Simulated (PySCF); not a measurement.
**Atomic charges by several schemes**

Species: C3H8Cl2SSi.
Structure used (GFN2-xTB), in Å, numbered top down from 1:
```xyz
15
C3H8Cl2SSi angstrom
S     -2.4984   -1.7651   -1.0391
C     -1.3156   -0.7908   -0.0371
C     -0.5464    0.2056   -0.8878
Si     0.5299    1.4131    0.1127
C      1.8269    0.4021    1.1260
Cl     2.6110   -0.7945    0.0719
Cl     1.0411   -0.4249    2.4912
H     -1.5815   -2.3368   -1.8177
H     -1.9359   -0.2895    0.7047
H     -0.6535   -1.4918    0.4675
H     -1.2570    0.7834   -1.4817
H      0.0788   -0.3411   -1.5980
H      1.3096    2.2641   -0.7863
H     -0.2402    2.1703    1.0981
H      2.6269    1.0037    1.5537
```

Density: PBE0/pcSseg-1 (PySCF); schemes: Mulliken, IAO, Hirshfeld and ESP-fitted. The structure is a single GFN2-xTB conformer in the gas phase; no vibrational or solvent corrections.

Question: What partial charge does each atom carry?

Answer: In e:

| atom | environment | Mulliken | IAO | Hirshfeld | ESP-fitted |
| --- | --- | --- | --- | --- | --- |
| S1 | thiol sulfur | -0.123 | -0.080 | -0.068 | -0.377 |
| C2 | sp3 carbon bound to sulfur | -0.360 | -0.321 | -0.075 | -0.014 |
| C3 | sp3 carbon bound to silicon | -0.529 | -0.534 | -0.164 | -0.244 |
| Si4 | SiH2 silicon | +0.723 | +0.766 | +0.334 | +0.529 |
| C5 | CHCl2 carbon | -0.457 | -0.375 | -0.054 | -0.542 |
| Cl6 | alkyl chlorine | -0.082 | -0.068 | -0.039 | -0.016 |
| Cl7 | alkyl chlorine | -0.080 | -0.067 | -0.032 | -0.041 |
| H8 | S–H hydrogen | +0.130 | +0.085 | +0.049 | +0.223 |
| H9 | methylene hydrogen | +0.167 | +0.157 | +0.043 | +0.148 |
| H10 | methylene hydrogen | +0.177 | +0.158 | +0.024 | +0.058 |
| H11 | methylene hydrogen | +0.163 | +0.161 | +0.039 | +0.075 |
| H12 | methylene hydrogen | +0.160 | +0.155 | +0.034 | +0.082 |
| H13 | Si–H hydrogen | -0.057 | -0.112 | -0.072 | -0.103 |
| H14 | Si–H hydrogen | -0.047 | -0.112 | -0.071 | -0.096 |
| H15 | methine hydrogen | +0.216 | +0.188 | +0.050 | +0.318 |

Mean size of the charges over all atoms: Mulliken 0.231 e, IAO 0.223 e, ESP-fitted 0.191 e, Hirshfeld 0.076 e. Each set sums to the total charge, 0, to within 0.001 e. The Mulliken scheme gives each basis function's population to the atom it is centred on and halves the overlap population of two atoms between them. The ESP scheme is a least-squares fit of atom-centred charges to the potential on four shells outside the van der Waals surface, with the total charge fixed.

Lowest charge. The schemes don't all agree: Mulliken C3 (-0.529); IAO C3 (-0.534); Hirshfeld C3 (-0.164); ESP-fitted C5 (-0.542).

Highest charge. All schemes agree: Mulliken Si4 (+0.723); IAO Si4 (+0.766); Hirshfeld Si4 (+0.334); ESP-fitted Si4 (+0.529).

Question: How many electrons does the Mulliken scheme count on Cl6?

Answer: Z − q = 17 − (-0.082) = 17.082.

Question: Sum the charges by element, for elements with more than one atom.

Answer: 
```tsv
element	atoms	Mulliken	IAO	Hirshfeld	ESP-fitted
C	3	-1.346	-1.231	-0.293	-0.800
Cl	2	-0.162	-0.136	-0.071	-0.057
H	8	+0.907	+0.681	+0.097	+0.704
```

Question: How closely do the schemes follow one another over all atoms?

Answer: Correlation coefficient and root-mean-square difference: Mulliken with IAO 0.99, 0.039 e; IAO with Hirshfeld 0.95, 0.196 e; Mulliken with Hirshfeld 0.91, 0.207 e; Mulliken with ESP-fitted 0.85, 0.157 e; IAO with ESP-fitted 0.83, 0.166 e; Hirshfeld with ESP-fitted 0.79, 0.183 e.

These values come from a run that also computed NMR shieldings. On an Arm Neoverse N1 with one thread, no GPU, shared host with 64 logical CPUs at a one-minute load of 60, this took 55 s and 0.84 GiB of memory at its peak.
